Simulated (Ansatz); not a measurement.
Ansatz results at the PBE0-D4/def2-TZVP geometry: size of the dipole moment (PBE/def2-TZVPP) 0.17 D; LUMO energy (PBE/def2-TZVPP) -1.91 eV; ideal-gas entropy at 298 K and 1 bar (rigid rotor, harmonic PBE0-D4/def2-TZVP) 390 J/(mol·K).

Each molecule was computed in one conformer, which needn't be the lowest.

Problem. Which molecule gave them?
A. `FB1CN1`
B. `C=CBBr`
C. `N[Si](O)(S)S`
D. `S[Si](S)(Cl)Br`

Solution. D. The others give `C=CBBr`: 1.90, -3.12, 310; `N[Si](O)(S)S`: 1.94, -0.54, 375; `FB1CN1`: 1.77, 0.05, 282.
